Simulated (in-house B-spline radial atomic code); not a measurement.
## KLI/ALDAx excitations of K II (K+)

Method: KLI/ALDAx. Computed with an all-electron radial atomic-structure program (B-spline basis): linear response of the closed shell [Ne] 3s2 3p6 with the adiabatic LDA exchange kernel on the exchange-only KLI potential; non-relativistic, point nucleus, no spin-orbit coupling, no double excitations, S, P, D and F terms only. Only terms of natural parity with L up to 3 were computed.

Command:
```bash
python run_td.py task.json out
```
Settings (radii: box in bohr, nucleus in fm):
```
Z                        19
electrons                18
configuration            [Ne] 3s2 3p6
hamiltonian              nr
method                   kli
box_radius               41.61
intervals                77
```

Time taken, with all properties: 0.4 s on 1 thread of Intel(R) Xeon(R) 6975P-C (Granite Rapids), on a shared host.

The lowest states, in the order of their Tamm-Dancoff energies; the method's threshold (minus the highest occupied level) is 31.79 eV. Labels give the largest channel, * marks a mixed state, and oscillator strengths are full-response dipole values. Semilocal kernels can invert the small singlet-triplet splittings of Rydberg terms. Energies in eV:

```csv
state,full response,Tamm-Dancoff,oscillator strength
3p → 4s 3P*,19.678,19.704,-
3p → 3d 3P*,19.957,20.035,-
3p → 4s 1P,?,?,?
3p → 3d 3F,20.472,20.536,-
3p → 3d 1F,?,?,-
3p → 4p 3S,22.344,22.373,-
3p → 4p 3D,22.785,22.794,-
3p → 4p 1D,23.040,23.044,-
3p → 4p 1S,24.041,24.155,-
3p → 3d 1P,24.803,25.053,1.77
```

Where does 3p → 4s 1P lie?

At 20.204 eV in full response, 20.215 eV in Tamm-Dancoff, oscillator strength 0.403.

Where does 3p → 3d 1F lie?

At 21.979 eV in full response, 21.997 eV in Tamm-Dancoff.

How large is the singlet-triplet splitting of 3p → 4s (P terms) in Tamm-Dancoff?

0.512 eV, from the unrounded values.

What polarisabilities and dispersion coefficient does the method give?

Dipole 5.538 bohr³, quadrupole 17.07 bohr⁵, C6 23.63 hartree·bohr⁶ for two such species.
